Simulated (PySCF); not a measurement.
Functional dependence of a UV spectrum

Compound: bromobenzene, C6H5Br.
Geometry (PBE0-D3(BJ)/def2-SVP, Å), atoms numbered from 1 in this order:
```
atom  x, y, z in Å
Br1    2.401   -0.819    0.061
C2     0.564   -0.383    0.054
C3     0.179    0.957    0.049
C4    -1.178    1.273    0.043
C5    -2.139    0.262    0.042
C6    -1.738   -1.073    0.047
C7    -0.384   -1.405    0.053
H8     0.936    1.743    0.049
H9    -1.484    2.322    0.039
H10   -3.201    0.516    0.038
H11   -2.484   -1.871    0.047
H12   -0.064   -2.448    0.057
```

Linear-response calculations in the def2-SVPD basis (PySCF; singlets by full response, triplets Tamm–Dancoff, core orbitals frozen in the response; HF means time-dependent Hartree–Fock). 'Strongest' is the level of largest summed f among the singlets computed (10 roots, of which the last may lack a degenerate partner); it can jump between rows when another state enters that window. S1 is the lowest singlet of each run and needn't be the same state throughout; f(S1) is that of one state. Geometry: PBE0-D3(BJ)/def2-SVP; no solvent, vibrations or thermal averaging. Relativistic effects, spin–orbit coupling among them, are left out although an element past zinc is present.

| functional | kind | S1 (eV) | f(S1) | strongest (eV) | T1 (eV) | HOMO (eV) | gap (eV) | ionisation energy, ΔSCF (eV) |
| --- | --- | --- | --- | --- | --- | --- | --- | --- |
| LDA | LDA | 4.74 | 0.005 | 6.37 | 4.13 | -6.27 | 4.46 | 9.01 |
| PBE | GGA | 4.78 | 0.005 | 6.37 | 3.97 | -6.09 | 4.52 | 8.77 |
| B3LYP | global hybrid, 20% exact exchange | 5.11 | 0.003 | 6.59 | 4.00 | -6.89 | 6.03 | 8.90 |
| PBE0 | global hybrid, 25% exact exchange | 5.21 | 0.003 | 6.71 | 3.95 | -7.12 | 6.44 | 8.95 |
| BHandHLYP | global hybrid, 50% exact exchange | 5.46 | 0.001 | 6.93 | 3.87 | -7.95 | 8.27 | 8.90 |
| CAM-B3LYP | range-separated hybrid | 5.30 | 0.001 | 6.82 | 3.98 | -8.31 | 8.70 | 9.05 |
| wB97X-D | range-separated hybrid | 5.32 | 0.001 | 6.84 | 4.09 | -8.87 | 9.90 | 9.04 |
| LC-wPBE | range-separated hybrid | 5.41 | 0.000 | 7.03 | 3.86 | -9.60 | 10.99 | 9.24 |

Question: What does HF (Hartree–Fock) give?

Answer: S1 (eV) 5.78, f(S1) 0.000, strongest (eV) 7.33, T1 (eV) 3.31, HOMO (eV) -9.16, gap (eV) 11.40, ionisation energy, ΔSCF (eV) not settled. S1 runs from 4.74 eV (LDA) to 5.78 eV (HF), a spread of 1.04 eV, while the orbital gap spreads over 6.9 eV. Along PBE (0%), B3LYP (20%), PBE0 (25%), BHandHLYP (50%), HF (100%) S1 rises with the share of exact exchange. −ε(HOMO) comes closest to its own ΔSCF ionisation energy with wB97X-D (-0.17 eV) and misses most with LDA (-2.73 eV). 'Not settled' means that the ion's SCF failed to converge or may have ended in another state than the lowest.
